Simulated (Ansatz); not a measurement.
```yaml
crystal:
  periodic: [false, false, false]
  atoms:
    - {symbol: Li, position_ang: [1.560415, 1.200630, 0.048182]}
    - {symbol: Br, position_ang: [-0.022868, 2.089976, 1.578728]}
    - {symbol: Li, position_ang: [-1.562234, 0.372810, 1.199133]}
    - {symbol: Br, position_ang: [-2.005900, -1.587059, -0.153680]}
    - {symbol: Li, position_ang: [0.045950, -1.568356, -1.181129]}
    - {symbol: Br, position_ang: [2.007804, -0.483475, -1.478255]}
basis:
  gaussian: {orbitals: aug-cc-pVDZ}
magnetization: {spin_polarized: true, initial_magnetization: 0}
hamiltonian: {xc: {name: rPW86-PBE}, dispersion: d4}
scf: {lower_state_search: off}
output: {forces: true}
```

```sh
$ ansatz run in.yaml --threads 4 --pin off --events-out ev --progress --plain --max-ram 3916MiB
```

Output, abridged:

```
Functional definition: rPW86-PBE
1851 factors; their error is unknown
mean field evaluation 1: about -210829.1862 eV, gradient 1.7e1 eV
mean field evaluation 2: about -210828.5616 eV, gradient 2.2e1 eV
mean field evaluation 4: about -210831.3025 eV, gradient 6.8e-1 eV
mean field evaluation 8: about -210831.2287 eV, gradient 9.3e-3 eV
mean field evaluation 16: about -210831.2287 eV, gradient 1.3e-6 eV
mean field -210831.22867831 eV, -7747.9047473885 hartree, gradient 1.3e-6 eV, S^2 0.000000; 0 other end points of the search recorded, 0 dependent functions left out
reference -210831.22887593 eV, -7747.9047546506 hartree; 57, 57 occupied and 120, 120 virtual orbitals, 1851 factors
Total energy: -210831.39841748 eV, -7747.9109851878 hartree
Atom 0 at     1.560415     1.200630     0.048182 Å, force    -0.068693     0.163832     0.147888 eV/Å
Atom 1 at    -0.022868     2.089976     1.578728 Å, force     0.091362     0.096920     0.040561 eV/Å
Atom 2 at    -1.562234     0.372810     1.199133 Å, force    -0.100465    -0.218091    -0.141910 eV/Å
Atom 3 at    -2.005900    -1.587059    -0.153680 Å, force    -0.267896     0.103275     0.249336 eV/Å
Atom 4 at     0.045950    -1.568356    -1.181129 Å, force    -0.178062    -0.218291    -0.071547 eV/Å
Atom 5 at     2.007804    -0.483475    -1.478255 Å, force     0.523755     0.072355    -0.224329 eV/Å
Dipole moment:     0.045519     0.015217     0.064113 e Å
Checks for a lower state left out: stability, starts, cluster_reference, orbital_swaps, neighbouring_geometries, increment
```

It took 12 s on 4 threads of Arm Neoverse V1 on a shared host.
